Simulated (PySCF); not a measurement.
PySCF input for C9H9N3, SMILES c1cnc(nc1)-c1cccn1C, SMD-PBE0/6-31G*. The structure is a stationary point at B3LYP-D3(BJ)/def2-SVP. The structure was generated by enumeration, and PubChem lists no compound with its InChIKey, so it may never have been made. Other conformers were not sampled.

```python
import numpy as np
from pyscf import gto, scf, dft
from pyscf.solvent import smd

mol = gto.M(
    atom='''
    C    -2.09912011   -1.51382843   -0.00000000
    N    -0.66399432   -1.74551666   -0.00000000
    C    -0.10486958   -2.99281761   -0.00000000
    C     1.27939715   -2.87596615    0.00000000
    C     1.57080912   -1.49596314   -0.00000000
    C     0.35732505   -0.80259045    0.00000000
    C     0.18149579    0.64081767    0.00000000
    N    -1.06236814    1.15822501    0.00000000
    C    -1.17444714    2.48495338    0.00000000
    C    -0.06658170    3.33114674   -0.00000000
    C     1.18190942    2.69682325   -0.00000000
    N     1.31417673    1.37806505   -0.00000000
    H    -2.60060667   -2.49124251   -0.00000001
    H    -2.40712962   -0.94123818   -0.88433799
    H    -2.40712963   -0.94123818    0.88433799
    H    -0.73754897   -3.87817404    0.00000000
    H     1.98894739   -3.70050171   -0.00000000
    H     2.54341012   -1.01199278   -0.00000000
    H    -2.19323665    2.89149297    0.00000000
    H    -0.16526718    4.41741574    0.00000000
    H     2.10835334    3.28461334   -0.00000000
    ''',
    basis='6-31G*',
    charge=0,
    spin=0,
    max_memory=1600,
    verbose=3,
)
mf = dft.RKS(mol, xc='pbe0').density_fit(auxbasis='def2-universal-jkfit')
mf.grids.level = 3
mf.conv_tol = 1e-9
mf.max_cycle = 100
mf.kernel()
res = {}
for name in ['water', 'acetone', 'acetonitrile']:
    s = mf.SMD()
    s.with_solvent.solvent, s.with_solvent.sasa_ng = name, 194
    s.kernel(mf.make_rdm1())
    res[name] = (s.e_tot, s.with_solvent.get_cds(), s.dip_moment(), s.mo_energy, s.converged)
    print(f'SMD {name}: dG(solv) = {(s.e_tot - mf.e_tot) * 627.509474:.3f} kcal/mol, of which CDS {res[name][1] * 627.509474:.3f}')
```

Output:

```
converged SCF energy = -512.02160342977
converged SCF energy = -512.030860442581
Dipole moment(X, Y, Z, Debye): -2.89501,  1.52568, -0.00000
SMD water: dG(solv) = -5.809 kcal/mol, of which CDS 3.078
converged SCF energy = -512.03965667687
Dipole moment(X, Y, Z, Debye): -2.82600,  1.48749, -0.00000
SMD acetone: dG(solv) = -11.329 kcal/mol, of which CDS -3.023
converged SCF energy = -512.039625735698
Dipole moment(X, Y, Z, Debye): -2.86515,  1.50927, -0.00000
SMD acetonitrile: dG(solv) = -11.309 kcal/mol, of which CDS -2.673
```

Self-consistency was reached.
